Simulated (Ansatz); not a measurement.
`[F][Zn][C]1=CC1`. The species carries charge 0 and has multiplicity 1. Geometry: relaxed with PBE0-D4/def2-TZVP. It is one conformer, not always the lowest.

```xyz
8

F     3.216    1.412   -1.532
Zn    1.799    0.732   -0.770
C     0.274    0.014    0.030
C    -0.295   -0.678    0.969
C    -1.246   -0.137   -0.025
H    -0.187   -1.260    1.869
H    -1.874    0.715    0.231
H    -1.687   -0.799   -0.771
```

**Question.** What is the dipole moment at B3LYP/def2-TZVPP? (An estimate is asked.)

**Answer.** The calculation gave: 2.44 D, with components (-1.73, -1.09, 1.33) D in this frame, pointing from negative to positive charge.

**Question.** And with PBE, r2SCAN, ωB97M-V? (Best estimate.)

**Answer.** The calculation gave: PBE 2.35 D, r2SCAN 2.41 D, ωB97M-V 2.27 D.

**Question.** Give the Mulliken charges with B3LYP, ωB97M-V, r2SCAN in def2-TZVPP. (Estimate.)

**Answer.** Computed: 
```
atom  B3LYP  ωB97M-V  r2SCAN
  F1  -0.48    -0.48   -0.47
 Zn2   0.53     0.58    0.54
  C3  -0.17    -0.19   -0.14
  C4  -0.01    -0.04   -0.04
  C5  -0.22    -0.24   -0.14
  H6   0.18     0.18    0.15
  H7   0.08     0.09    0.05
  H8   0.08     0.09    0.05
```

B3LYP here is the variant with VWN-RPA as its local correlation; programs differ in this.
